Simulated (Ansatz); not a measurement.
Ansatz (an electronic-structure program) input (B3LYP/6-31G* with LANL2DZ past Ar): The .json file joins the Basis Set Exchange's 6-31G* for atoms up to Ar and LANL2DZ past it.

Ansatz 0.2 input:
```yaml
crystal:
  periodic: [false, false, false]
  atoms:
    - {symbol: Al, position_ang: [-0.00000000, -0.00000000, -1.16094100]}
    - {symbol: O, position_ang: [-0.00000000, -0.00000000, -2.75813000]}
    - {symbol: Br, position_ang: [0.00000000, 0.00000000, 1.06163600]}
basis:
  gaussian:
    orbitals: 6-31Gs+LANL2DZ.json
hamiltonian:
  xc: {name: B3LYP}
relax: {f_tol: 0.003, max_steps: 120}
```

Output:

```
Functional definition: B3LYP
integrals: 0.01 GiB planned
447 factors; integrals over basis functions are off by at most 3.1e-4 eV
mean field: 0.10 GiB planned
mean field evaluation 1: about -8992.2674 eV, gradient 7.1e1 eV
mean field evaluation 2: about -8822.0377 eV, gradient 1.8e2 eV
mean field evaluation 4: about -9002.5742 eV, gradient 1.3e1 eV
mean field evaluation 8: about -9003.2007 eV, gradient 1.9e-1 eV
mean field evaluation 16: about -9003.2008 eV, gradient 5.5e-5 eV
mean field -9003.20082189 eV, -330.8615276157 hartree, gradient 5.5e-5 eV, S^2 0.000000; 0 other end points of the search recorded, 0 dependent functions left out
the calculation of the forces begins
reference -9003.20102986 eV, -330.8615352583 hartree; 14, 14 occupied and 28, 28 virtual orbitals, 447 factors
relax step   1: F+E_penalty+E_count = -9003.20082189 eV  Δ(F+E_penalty+E_count) = +0.000e0 eV  max|allowed force component| = 5.120e-1 eV/Å  Δτ_max = 0.0000 Å  (25 SCF iters, accepted)
these checks for a lower state are left out or cut short: starts, cluster_reference, orbital_swaps, neighbouring_geometries, increment
integrals: 0.01 GiB planned
447 factors; integrals over basis functions are off by at most 3.2e-4 eV
mean field: 0.10 GiB planned
mean field -9003.21099362 eV, -330.8619014201 hartree, gradient 5.4e-5 eV, S^2 0.000000; 0 other end points of the search recorded, 0 dependent functions left out
the calculation of the forces begins
reference -9003.21120195 eV, -330.8619090759 hartree; 14, 14 occupied and 28, 28 virtual orbitals, 447 factors
relax step   2: F+E_penalty+E_count = -9003.21099362 eV  Δ(F+E_penalty+E_count) = -1.017e-2 eV  max|allowed force component| = 2.135e-1 eV/Å  Δτ_max = 0.0221 Å  (23 SCF iters, accepted)
these checks for a lower state are left out or cut short: starts, cluster_reference, orbital_swaps, neighbouring_geometries, increment
integrals: 0.01 GiB planned
447 factors; integrals over basis functions are off by at most 3.3e-4 eV
mean field: 0.10 GiB planned
mean field -9003.21161567 eV, -330.8619242798 hartree, gradient 9.3e-6 eV, S^2 0.000000; 0 other end points of the search recorded, 0 dependent functions left out
the calculation of the forces begins
reference -9003.21182401 eV, -330.8619319363 hartree; 14, 14 occupied and 28, 28 virtual orbitals, 447 factors
relax step   3: F+E_penalty+E_count = -9003.21161567 eV  Δ(F+E_penalty+E_count) = -6.220e-4 eV  max|allowed force component| = 3.389e-2 eV/Å  Δτ_max = 0.0042 Å  (22 SCF iters, accepted)
these checks for a lower state are left out or cut short: starts, cluster_reference, orbital_swaps, neighbouring_geometries, increment
integrals: 0.01 GiB planned
447 factors; integrals over basis functions are off by at most 3.3e-4 eV
mean field: 0.10 GiB planned
mean field evaluation 32: about -9003.2116 eV, gradient 1.1e-5 eV
mean field -9003.21162712 eV, -330.8619247007 hartree, gradient 2.0e-5 eV, S^2 0.000000; 0 other end points of the search recorded, 0 dependent functions left out
the calculation of the forces begins
reference -9003.21183546 eV, -330.8619323569 hartree; 14, 14 occupied and 28, 28 virtual orbitals, 447 factors
relax step   4: F+E_penalty+E_count = -9003.21162712 eV  Δ(F+E_penalty+E_count) = -1.145e-5 eV  max|allowed force component| = 6.162e-4 eV/Å  Δτ_max = 0.0004 Å  (18 SCF iters, accepted)
integrals: 0.01 GiB planned
447 factors; integrals over basis functions are off by at most 3.3e-4 eV
mean field: 0.10 GiB planned
mean field -9003.21162712 eV, -330.8619247007 hartree, gradient 2.0e-5 eV, S^2 0.000000; 1 other end points of the search recorded, 0 dependent functions left out
the calculation of the forces begins
reference -9003.21183546 eV, -330.8619323569 hartree; 14, 14 occupied and 28, 28 virtual orbitals, 447 factors
Total energy: -9003.21183546 eV, -330.8619323569 hartree
Atom 0 at    -0.000000    -0.000000    -1.169239 Å, force     0.000000    -0.000000     0.000616 eV/Å
Atom 1 at     0.000000     0.000000    -2.776291 Å, force    -0.000000    -0.000000    -0.000401 eV/Å
Atom 2 at     0.000000     0.000000     1.088095 Å, force    -0.000000     0.000000    -0.000216 eV/Å
Dipole moment:     0.000000    -0.000000     0.642272 e Å
```

The geometry given is a B3LYP-D3(BJ)/def2-TZVP minimum.
